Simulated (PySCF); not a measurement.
**Radial density of Ir(2+) (iridium, charge +2)**

BHandHLYP, [Xe] 4f14 5d7, high-spin 4F determinant. Calculation: PySCF 2.14, in aug-cc-pVDZ-PP with ECP60MDF; a scalar-relativistic core potential. This is the valence pseudo-density: the core potential removes the inner electrons and smooths the orbitals near the nucleus.

| r (bohr) | 4πr²ρ (e/bohr) | 4πr²(ρα − ρβ) |
| --- | --- | --- |
| 0.127 | 4.989e-05 | 0.0000 |
| 0.213 | 0.0007674 | 0.0001 |
| 0.359 | 0.06477 | 0.0050 |
| 0.604 | 3.584 | 0.2170 |
| 1.02 | 14.29 | 1.8957 |
| 1.71 | 5.928 | 1.7345 |
| 2.87 | 0.6840 | 0.2547 |
| 4.83 | 0.009251 | 0.0018 |
| 8.13 | 1.056e-05 | 0.0000 |

Energies and moments cover only the electrons outside the core potential. Spin-orbit coupling, absent here, splits the open shell strongly.
